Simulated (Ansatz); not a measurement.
Cost and result for the atomization energy of CH2Cl3Si (`[CH2][Si](Cl)(Cl)Cl`) radical (7 atoms, 6 bonds).

Z-matrix (Å, degrees):
```
Si
Cl 1 2.035
Cl 1 2.040 2 108.0
C 1 1.817 2 110.2 3 121.6
Cl 1 2.036 2 109.3 3 -117.2
H 4 1.084 1 121.7 2 -30.2
H 4 1.084 1 121.7 2 152.1
```

Total charge 0; spin multiplicity 2. Geometry: relaxed with PBE0-D4/def2-TZVP. Program: Ansatz. All runs use 4 threads of a server CPU on a shared host. Times are those of one run each, without the atoms' runs, and a repeat can differ threefold. Electronic energies, without spin–orbit coupling; frozen cores. CCSD(T)/CBS adds CCSD(T) − MP2 in def2-TZVPP to the MP2 limit, and its time is that of the two runs behind it. T1 = 0.010; ⟨S²⟩ of the reference is 0.76.

CCSD(T)/CBS is a level of theory with its own doubt, some kJ/mol a heavy atom from the limit and from the frozen cores, so smaller differences don't rank the functionals.

| level | functions | wall time | atomization (kJ/mol) | difference from CCSD(T)/CBS | per bond |
| --- | --- | --- | --- | --- | --- |
| LDA (SPW92)/def2-TZVPP | 227 | 1.7 s | 2718.5 | 329.3 | 54.9 |
| revPBE-D4/def2-TZVPP | 227 | 2.8 s | 2380.6 | -8.6 | -1.4 |
| PBE0-D4/def2-TZVPP | 227 | 6 s | 2412.3 | 23.1 | 3.9 |
| PBE-QIDH/def2-TZVPP | 227 | 6.5 s | 2401.2 | 12.0 | 2.0 |
| CAM-B3LYP-D4/def2-TZVPP | 227 | 7 s | 2369.9 | -19.3 | -3.2 |
| CCSD(T)/def2-SVP | 96 | 7 s | 2189.3 | -199.9 | -33.3 |
| r2SCAN-D4/def2-TZVPP (with forces) | 227 | 7.5 s | 2430.1 | 40.9 | 6.8 |
| r2SCANh-D4/def2-TZVPP | 227 | 8.5 s | 2416.5 | 27.3 | 4.6 |
| B97M-V/def2-TZVPP | 227 | 11 s | 2431.9 | 42.7 | 7.1 |
| ωB97X-V/def2-TZVPP | 227 | 12 s | 2402.6 | 13.4 | 2.2 |
| MP2/def2-QZVPP | 397 | 18 s | 2435.9 | 46.7 | 7.8 |
| CCSD(T)/def2-TZVPP | 227 | 4.3 min | 2307.9 | -81.3 | -13.6 |
| CCSD(T)/CBS(def2) | – | 4.6 min | 2389.2 | 0.0 | 0.0 |

From BLYP to BHLYP (50 % exact exchange), in def2-TZVPP and without D4, the atomization energy moves by −5.5 kJ/mol: exact exchange takes away binding that semilocal exchange gives to molecules. In def2-TZVPP, CCSD(T) changes the Hartree–Fock value by +495.4 kJ/mol (the triples alone add +42.2 kJ/mol) and MP2 by +575.3 kJ/mol; breaking electron pairs costs correlation energy, which Hartree–Fock lacks. Leaving LDA and LC-ωPBE aside and taking each functional with its dispersion term where it has one, the values, not all of them listed here, spread over 115.5 kJ/mol, from BHLYP-D4 to PBE-D4. LDA lies +308.4 kJ/mol from PBE without D4, its usual overbinding.
